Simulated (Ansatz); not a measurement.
CH6O2Si2, SMILES `C1O[SiH2]O[SiH2]1` at its PBE0-D4/def2-TZVP geometry, where that method's forces vanish. Total charge 0; spin multiplicity 1.

```xyz
11

C     0.2496   -0.8229    0.9549
O    -0.7177    0.2097    1.1781
Si   -1.0323    1.2470   -0.0649
O    -0.0192    0.7161   -1.2536
Si    0.8996   -0.5930   -0.8282
H    -0.2294   -1.7959    1.1024
H     1.0422   -0.7326    1.7039
H    -2.4462    1.1441   -0.4965
H    -0.7103    2.6416    0.3185
H     2.3465   -0.2665   -0.8966
H     0.6172   -1.7477   -1.7180
```

Problem. What forces (eV/Å) does PBE-D4/def2-TZVPP give on these atoms in Ansatz? (Estimate.)

Solution. The calculation gave: 
```
C1   0.162 -0.176 -0.034
O2  -0.252  0.030  0.507
Si3 -0.266  0.317 -0.017
O4   0.035  0.267 -0.561
Si5  0.233 -0.294  0.037
H6  -0.087 -0.220  0.035
H7   0.178  0.001  0.161
H8  -0.174 -0.008 -0.053
H9   0.035  0.172  0.046
H10  0.166  0.039 -0.014
H11 -0.030 -0.130 -0.107
```
